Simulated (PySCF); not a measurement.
## A survey of 17O NMR shifts

[PySCF: geometry: GFN2-xTB; GIAO PBE0/pcSseg-1 shieldings; single conformer; one averaged value for each set of equivalent atoms; non-relativistic; no solvent]

Shieldings were converted by a linear fit to measured shifts: 17O: δ = 266.70 − 0.911σ (rms 10.7 ppm, 155 shifts, 12.2 ppm with the 3 outliers that the fit left out vs liquid water, solution or neat liquid). Occasional misses reach two or three times the rms, and more in compound classes unlike the fitted ones.

Give the 17O shifts of `CO[Si]1(O)SCCS1`, `C#Cc1coc(C(=O)Cl)c1`, `C=C[Si@@H]1N[SiH2]N[SiH2]N1C=O`, `CO[C@@H](C#N)C(F)=C=O`.

## Answers


```
                                                       compound                 environment  δ (ppm)
           [CH3:1][O:2][Si:3]1([OH:4])[S:5][CH2:6][CH2:7][S:8]1  O4: oxygen bonded to Si, H     23.7
           [CH3:1][O:2][Si:3]1([OH:4])[S:5][CH2:6][CH2:7][S:8]1  O2: oxygen bonded to C, Si     -1.3
[CH:1]#[C:2][c:3]1[cH:4][o:5][c:6]([C:7](=[O:8])[Cl:9])[cH:10]1         O8: carbonyl oxygen    455.2
[CH:1]#[C:2][c:3]1[cH:4][o:5][c:6]([C:7](=[O:8])[Cl:9])[cH:10]1    O5: aromatic ring oxygen    247.9
                                 C=C[Si@@H]1N[SiH2]N[SiH2]N1C=O  amide-type carbonyl oxygen    375.9
      [CH3:1][O:2][C@@H:3]([C:4]#[N:5])[C:6]([F:7])=[C:8]=[O:9]         O9: carbonyl oxygen    491.0
      [CH3:1][O:2][C@@H:3]([C:4]#[N:5])[C:6]([F:7])=[C:8]=[O:9]            O2: ether oxygen      5.0
```
